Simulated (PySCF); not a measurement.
Compound: C₅H₈GeN₂.
Atom-mapped SMILES: `[NH2:1][GeH2:2][c:3]1[cH:4][cH:5][cH:6][cH:7][n:8]1` (hydrogens: H9, H10 on N1; H11, H12 on Ge2; H13 on C4; H14 on C5; H15 on C6; H16 on C7)

Cartesian coordinates in Å at the PBE0-D3(BJ)/def2-SVP level; atoms count from 1:
```
atom  x, y, z in Å
N1     2.8363    0.8897   -0.3065
Ge2    2.0379   -0.7502   -0.1462
C3     0.1399   -0.2900    0.0370
C4    -0.7980   -1.0687    0.7237
C5    -2.1225   -0.6419    0.7791
C6    -2.4655    0.5518    0.1497
C7    -1.4621    1.2653   -0.5054
N8    -0.1972    0.8590   -0.5630
H9     2.1392    1.5345   -0.6828
H10    3.6620    0.9181   -0.8978
H11    2.5297   -1.5021    1.1077
H12    2.2354   -1.6769   -1.3734
H13   -0.4901   -1.9959    1.2139
H14   -2.8762   -1.2299    1.3092
H15   -3.4902    0.9291    0.1668
H16   -1.6944    2.2121   -1.0067
```

Theory: PBE0-D3(BJ)/def2-SVP geometry optimisation, gas phase in PySCF.

Masses are those of the commonest isotopes; rigid-rotor values at the optimised geometry. The values belong to one conformer with, in the numbering `[NH2:1][GeH2:2][c:3]1[cH:4][cH:5][cH:6][cH:7][n:8]1`, H–N1–Ge2–C3 -25° and -147°, N1–Ge2–C3–C4 -152°.

Give the principal moments of inertia and the rotational constants in MHz.

Ia = 134.06, Ib = 590.09, Ic = 705.71 u·Å²; 505379 MHz·u·Å²/I gives A = 3770, B = 856.4, C = 716.1 MHz.

What kind of rotor is it?

A near-prolate asymmetric top; Ray's κ = -0.908.

Is it planar, by Δ = Ic − Ia − Ib?

Not planar: Δ = Ic − Ia − Ib = -18.44 u·Å². For a rigid frame Δ = −2 Σ m c², so Σ m c² = 9.22 u·Å² lies off the ab plane: 3.49 from hydrogen and 5.73 from heavier atoms. The atom farthest from that plane is 1.54 Å away.

Give the other two planar moments, Paa and Pbb, and the rms extents of the mass along the axes.

Paa = Σ m a² = (Ib + Ic − Ia)/2 = 580.88 and Pbb = Σ m b² = (Ia + Ic − Ib)/2 = 124.84 u·Å². With the mass M = 169.99 u, the rms extents √(P/M) along a, b and c are 1.85, 0.86, 0.23 Å.

Where do the levels up to J = 5 lie, in MHz?

Above 0(0,0):
J = 1: 1(0,1) 1573, 1(1,1) 4486, 1(1,0) 4626
J = 2: 2(0,2) 4713, 2(1,2) 7491, 2(1,1) 7912, 2(2,1) 16652, 2(2,0) 16657
J = 3: 3(0,3) 9411, 3(1,3) 11995, 3(1,2) 12837, 3(2,2) 21370, 3(2,1) 21395, 3(3,1) 36291, 3(3,0) 36291
J = 4: 4(0,4) 15652, 4(1,4) 17995, 4(1,3) 19397, 4(2,3) 27656, 4(2,2) 27730, 4(3,2) 42591, 4(3,1) 42592, 4(4,1) 63468, 4(4,0) 63468
J = 5: 5(0,5) 23418, 5(1,5) 25487, 5(1,4) 27588, 5(2,4) 35508, 5(2,3) 35679, 5(3,3) 50470, 5(3,2) 50473, 5(4,2) 71341, 5(4,1) 71341, 5(5,1) 98184, 5(5,0) 98184
Those of J = 1 are B + C, A + C and A + B.

Which lines would a microwave search look for?

The dipole components are |μa| = 1.95 D, |μb| = 0.72 D, |μc| = 0.72 D. The squared components, which scale the intensities, stand as 1.00 : 0.14 : 0.14 (a : b : c). Some lines, for components of 0.1 D or more:

| type | branch | J(Ka,Kc) | MHz | lower level (cm⁻¹) |
| --- | --- | --- | --- | --- |
| b | Q | 2(1,1) ← 2(0,2) | 3199 | 0.157 |
| b | Q | 3(1,2) ← 3(0,3) | 3426 | 0.314 |
| c | R | 1(1,0) ← 0(0,0) | 4626 | 0.000 |
| a | R | 3(1,2) ← 2(1,1) | 4925 | 0.264 |
| b | R | 2(1,2) ← 1(0,1) | 5918 | 0.052 |
| c | R | 2(1,1) ← 1(0,1) | 6339 | 0.052 |
| a | R | 4(1,3) ← 3(1,2) | 6561 | 0.428 |
| a | R | 5(2,3) ← 4(2,2) | 7949 | 0.925 |
| c | R | 3(1,2) ← 2(0,2) | 8124 | 0.157 |
| b | Q | 4(2,2) ← 4(1,3) | 8333 | 0.647 |
| c | Q | 3(2,2) ← 3(1,2) | 8533 | 0.428 |
| c | Q | 2(2,1) ← 2(1,1) | 8740 | 0.264 |
| c | R | 4(1,3) ← 3(0,3) | 9987 | 0.314 |
| b | Q | 5(3,2) ← 5(2,3) | 14794 | 1.190 |
| b | Q | 3(3,1) ← 3(2,2) | 14921 | 0.713 |
| c | R | 5(2,3) ← 4(1,3) | 16282 | 0.647 |
| b | R | 3(3,1) ← 2(2,0) | 19634 | 0.556 |
| b | Q | 5(4,1) ← 5(3,2) | 20869 | 1.684 |
| b | Q | 4(4,1) ← 4(3,2) | 20877 | 1.421 |
| c | R | 4(3,1) ← 3(2,1) | 21197 | 0.714 |
| c | R | 5(3,3) ← 4(2,3) | 22813 | 0.923 |
| b | R | 5(4,1) ← 4(3,2) | 28751 | 1.421 |
| b | R | 5(5,0) ← 4(4,1) | 34716 | 2.117 |

Estimate the classical rotational partition function at 10 K, 25 K and 50 K.

Point group C1, symmetry number σ = 1; q = (√π/σ)·√((kT/h)³/(ABC)), k/h = 20836.6 MHz/K: 3510 at 10 K, 13900 at 25 K, 39200 at 50 K.

Whether it is a minimum is left open (no frequencies). No vibrational averaging or centrifugal distortion is included, and the geometry carries the error of its method. A rigid rotor knows nothing of inversion at nitrogen, which can split or shift real lines. Quadrupole hyperfine structure (14N) is left out.

The run took 4.9 min of wall time on an Arm Neoverse N1 with one thread, no GPU, shared host, and the process peaked at 0.73 GiB of memory. This is the geometry optimisation.
